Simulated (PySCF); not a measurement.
## Potential energy of BiC along the bond

Set-up: PySCF, scalar-relativistic core potentials, basis sets Bi def2-TZVPP with ECP60, C def2-TZVPP. Energies in eV from Bi + C in their ground configurations at the same level. All curves are PBE0. state 1: Ms = 0.5 determinant of mixed spin (⟨S²⟩ near 1.2), unpaired electrons σ ↑; state 2: ²Π (doublet), unpaired electrons π ↑, a second solution, started from another occupation; state 3: Ms = 1.5 determinant of mixed spin (⟨S²⟩ near 4.1), unpaired electrons σ ↑, π ↑↑, a mixture of terms (⟨Lz²⟩ = 2.0), a second solution, started from another occupation; state 4: ⁴Π (quartet), unpaired electrons π ↑↑↑, a second solution, started from another occupation.

```csv
R (Å),state 1,state 2,state 3,state 4
1.702,-1.621,-0.200,1.156,2.820
1.781,-2.360,-1.276,0.021,1.356
1.860,-2.743,-1.947,-0.722,0.319
1.920,-2.866,-2.249,-1.086,-0.244
1.979,-2.892,-2.419,-1.327,-0.663
2.038,-2.852,-2.484,-1.472,-0.966
2.118,-2.727,-2.448,-1.557,-1.229
2.216,-2.500,-2.256,-1.541,-1.386
2.335,-2.176,-1.893,-1.412,-1.403
2.494,-1.717,-1.290,-1.143,-1.247
```

Problem. Put a parabola through the three lowest points of the state 1 curve and estimate Re, k and ωe (reduced mass 11.35 u; 1 eV/Å² = 0.16022 mdyn/Å; ωe = 1302.8·√(k/μ) cm⁻¹).

Solution. Through R = 1.92, 1.979, 2.038 Å the second-order coefficient is 9.48 eV/Å², so Re ≈ 1.973 Å, k ≈ 3.04 mdyn/Å and ωe ≈ 674 cm⁻¹. A polynomial fit of higher order to the unrounded PBE0 energies gives Re = 1.969 Å, k = 3.23 mdyn/Å, ωe = 695 cm⁻¹; anharmonicity and rounding make the difference.

The higher-order fit for each curve: state 1: Re = 1.969 Å, ωe = 695 cm⁻¹, De = 2.89 eV; state 2: Re = 2.054 Å, ωe = 723 cm⁻¹, minimum 2.49 eV below the ground-state fragments; state 3: Re = 2.151 Å, ωe = 534 cm⁻¹, minimum 1.56 eV below the ground-state fragments; state 4: Re = 2.287 Å, ωe = 495 cm⁻¹, minimum 1.41 eV below the ground-state fragments.

⟨S²⟩ of the unrestricted solution departs from its pure value on part of the curve, where spin states mix. Spin–orbit coupling is left out, which matters for elements this heavy, above all for dissociation energies. The state was picked by a PBE0 search and need not be the measured ground state.
